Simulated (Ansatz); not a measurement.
CuF₂, SMILES [Cu-]([F])[F], charge -1, multiplicity 1.

Geometry optimised at B3LYP-D3(BJ)/def2-TZVPD. The spin state was assumed, not searched.

Two levels are set side by side: PBE/def2-TZVPD (Ansatz, a program for electronic structure) and CAM-B3LYP/def2-TZVPD (Ansatz). Energy differences of separate SCF runs at the same geometry; the states with an electron removed or added have multiplicity 2. Differences are taken from unrounded values.

```tsv
quantity	CAM-B3LYP
vertical ionisation energy (eV)	3.86
vertical singlet–triplet gap (eV)	3.38
```

Problem. What does PBE give, and how far is it from CAM-B3LYP? (An estimate is asked for; the answer gives what the named calculation found.)

Solution. 
```tsv
quantity	PBE	PBE minus CAM-B3LYP
vertical ionisation energy (eV)	3.72	-0.13
vertical singlet–triplet gap (eV)	3.47	0.08
```
